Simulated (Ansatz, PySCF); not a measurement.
Ways to break one bond of CCOC [methoxyethane]:

A. CCOC [methoxyethane] → C[O] + [CH2]C
B. CCOC [methoxyethane] → [CH2]OCC + H atom
C. CCOC [methoxyethane] → [CH2]COC + H atom
D. CCOC → C[CH]OC + H atom
E. CCOC [methoxyethane] → [CH2]OC + [CH3] (CH3)

Quantity: bond dissociation energy (enthalpy at 298 K, with B3LYP-D3(BJ) rigid-rotor harmonic-oscillator terms from PySCF), kJ/mol. Geometries: B3LYP-D3(BJ)/def2-TZVP minima from Ansatz (a quantum-chemistry and plane-wave program), one conformer each, not searched for the lowest. Cores are frozen in the correlated levels unless marked. UHF or UKS for open shells. Spin-orbit coupling is left out. Non-relativistic. CBS marks a two-point X^-3 extrapolation of the correlation energy; Hartree-Fock from the larger set. The bracket is a focal-point correction in the basis named.

```csv
,PBE/def2-TZVPD (Ansatz),CCSD/aug-cc-pVDZ (Ansatz),CCSD(T)/STO-3G (Ansatz),"RI-MP2/CBS(cc-pVTZ,cc-pVQZ)+[CCSD(T)-MP2]/cc-pVDZ (Ansatz)"
A,333.7,330.0,334.4,…
B,380.3,387.4,458.2,…
C,410.5,409.7,492.8,…
D,370.9,383.9,447.4,…
E,350.4,347.5,416.7,…
```

Question: What belongs in the gaps?

Answer: 
- A, RI-MP2/CBS(cc-pVTZ,cc-pVQZ)+[CCSD(T)-MP2]/cc-pVDZ (Ansatz): 368.7
- B, RI-MP2/CBS(cc-pVTZ,cc-pVQZ)+[CCSD(T)-MP2]/cc-pVDZ (Ansatz): 408.3
- C, RI-MP2/CBS(cc-pVTZ,cc-pVQZ)+[CCSD(T)-MP2]/cc-pVDZ (Ansatz): 433.3
- D, RI-MP2/CBS(cc-pVTZ,cc-pVQZ)+[CCSD(T)-MP2]/cc-pVDZ (Ansatz): 403.3
- E, RI-MP2/CBS(cc-pVTZ,cc-pVQZ)+[CCSD(T)-MP2]/cc-pVDZ (Ansatz): 370.0
